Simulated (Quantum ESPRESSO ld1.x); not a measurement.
ld1.x (Quantum ESPRESSO 7.5) input

```
 &input
    zed=41.0,
    iswitch=1,
    rel=2,
    dft='SLA-VWN',
    config='[Kr] 4d1',
    rel_dist='energy',
    verbosity='high',
    lsmall=.true.,
    prefix='ld1',
    max_out_wfc=37,
    file_charge='ld1.rho',
 /
```

Command: `OMP_NUM_THREADS=1 ld1.x < ld1.in > ld1.out`

It prints (banner and zero overlaps left out):

```
     Program LD1 v.7.5 starts

     --------------------------- All-electron run ----------------------------

     dirac relativistic calculation

     atomic number is 41.00
     dft =SLA-VWN   lsd =0 sic =0 latt =0  beta=0.20 tr2=1.0E-14
     Exchange-correlation= SLA-VWN
                           (   1   2   0   0   0   0   0)
     mesh =2041 r(mesh) = 100.12585 a.u. xmin = -8.00 dx = 0.00800
     1 Ry =  13.60569312 eV, c = 137.03599908

     n l j   nl                  e(Ry)          e(Ha)          e(eV)
     Spin orbit split results
     1 0 0.5 1S 1( 2.00)   -1383.251595097    -691.625797549 -18820.0967148
     2 0 0.5 2S 1( 2.00)    -196.495285940     -98.247642970  -2673.4545606
     2 1 0.5 2P 1( 2.00)    -180.739425937     -90.369712968  -2459.0851645
     2 1 1.5 2P 1( 4.00)    -173.712529998     -86.856264999  -2363.4793748
     3 0 0.5 3S 1( 2.00)     -35.611713711     -17.805856855   -484.5220483
     3 1 0.5 3P 1( 2.00)     -29.677672510     -14.838836255   -403.7853048
     3 1 1.5 3P 1( 4.00)     -28.536744897     -14.268372448   -388.2621938
     4 0 0.5 4S 1( 2.00)      -7.603925425      -3.801962713   -103.4566759
     4 1 0.5 4P 1( 2.00)      -5.910045380      -2.955022690    -80.4102638
     4 1 1.5 4P 1( 4.00)      -5.739987837      -2.869993919    -78.0965130
     3 2 1.5 3D 1( 4.00)     -18.020074052      -9.010037026   -245.1755976
     3 2 2.5 3D 1( 6.00)     -17.807245041      -8.903622520   -242.2799114
     4 2 1.5 4D 1( 1.00)      -3.214232998      -1.607116499    -43.7318678
     4 2 2.5 4D 1( 0.00)      -3.194224407      -1.597112203    -43.4596370
     Averaged results
     1 0     1S 1( 2.00)   -1383.251595097    -691.625797549 -18820.0967148
     2 0     2S 1( 2.00)    -196.495285940     -98.247642970  -2673.4545606
     2 1     2P 1( 6.00)    -176.054828644     -88.027414322  -2395.3479714
     3 0     3S 1( 2.00)     -35.611713711     -17.805856855   -484.5220483
     3 1     3P 1( 6.00)     -28.917054101     -14.458527051   -393.4365641
     4 0     4S 1( 2.00)      -7.603925425      -3.801962713   -103.4566759
     4 1     4P 1( 6.00)      -5.796673685      -2.898336842    -78.8677633
     3 2     3D 1(10.00)     -17.892376645      -8.946188323   -243.4381859
     4 2     4D 1( 1.00)      -3.202227843      -1.601113922    -43.5685293

     final scf error:  5.7E-15 reached in  36 iterations

     Etot =   -7626.016376 Ry,   -3813.008188 Ha, -103757.238565 eV

     Ekin =    7892.232845 Ry,    3946.116423 Ha,  107379.298146 eV
     Encl =  -18298.695213 Ry,   -9149.347607 Ha, -248966.431625 eV
     Eh   =    3007.185968 Ry,    1503.592984 Ha,   40914.849443 eV
     Exc  =    -226.739976 Ry,    -113.369988 Ha,   -3084.954530 eV

     normalization and overlap integrals

     s(1S/1S) =  1.000000  <r> =   0.0361  <r2> =    0.0018  r(max) =   0.0234
     LC norm =  0.97772234 + SC norm =  0.02227766 =  1.00000000
     s(2S/2S) =  1.000000  <r> =   0.1579  <r2> =    0.0295  r(max) =   0.1330
     LC norm =  0.99545564 + SC norm =  0.00454436 =  1.00000000
     s(2P/2P) =  1.000000  <r> =   0.1347  <r2> =    0.0223  r(max) =   0.1038
     LC norm =  0.99544568 + SC norm =  0.00455432 =  1.00000000
     s(2P/2P) =  1.000000  <r> =   0.1392  <r2> =    0.0236  r(max) =   0.1080
     LC norm =  0.99558851 + SC norm =  0.00441149 =  1.00000000
     s(3S/3S) =  1.000000  <r> =   0.4437  <r2> =    0.2259  r(max) =   0.3947
     LC norm =  0.99880354 + SC norm =  0.00119646 =  1.00000000
     s(3P/3P) =  1.000000  <r> =   0.4390  <r2> =    0.2247  r(max) =   0.3823
     LC norm =  0.99885438 + SC norm =  0.00114562 =  1.00000000
     s(3P/3P) =  1.000000  <r> =   0.4495  <r2> =    0.2354  r(max) =   0.3916
     LC norm =  0.99889339 + SC norm =  0.00110661 =  1.00000000
     s(4S/4S) =  1.000000  <r> =   1.1349  <r2> =    1.4562  r(max) =   1.0227
     LC norm =  0.99972454 + SC norm =  0.00027546 =  1.00000000
     s(4P/4P) =  1.000000  <r> =   1.2325  <r2> =    1.7310  r(max) =   1.0903
     LC norm =  0.99976515 + SC norm =  0.00023485 =  1.00000000
     s(4P/4P) =  1.000000  <r> =   1.2591  <r2> =    1.8055  r(max) =   1.1168
     LC norm =  0.99977330 + SC norm =  0.00022670 =  1.00000000
     s(3D/3D) =  1.000000  <r> =   0.4308  <r2> =    0.2239  r(max) =   0.3310
     LC norm =  0.99900576 + SC norm =  0.00099424 =  1.00000000
     s(3D/3D) =  1.000000  <r> =   0.4343  <r2> =    0.2274  r(max) =   0.3337
     LC norm =  0.99901694 + SC norm =  0.00098306 =  1.00000000
     s(4D/4D) =  1.000000  <r> =   1.5999  <r2> =    2.9686  r(max) =   1.3531
     LC norm =  0.99985737 + SC norm =  0.00014263 =  1.00000000
     s(4D/4D) =  1.000000  <r> =   1.6096  <r2> =    3.0036  r(max) =   1.3640
     LC norm =  0.99985884 + SC norm =  0.00014116 =  1.00000000

     LC charge = 36.89854541 + SC charge =  0.10145459 = 37.00000000

     ------------------------ End of All-electron run ------------------------
```

Run on one thread of a shared host, so times are rough (Intel(R) Xeon(R) Processor @ 2.60GHz): 0.77 s of CPU time, 0.8 s wall, 36 iterations on 2041 mesh points.
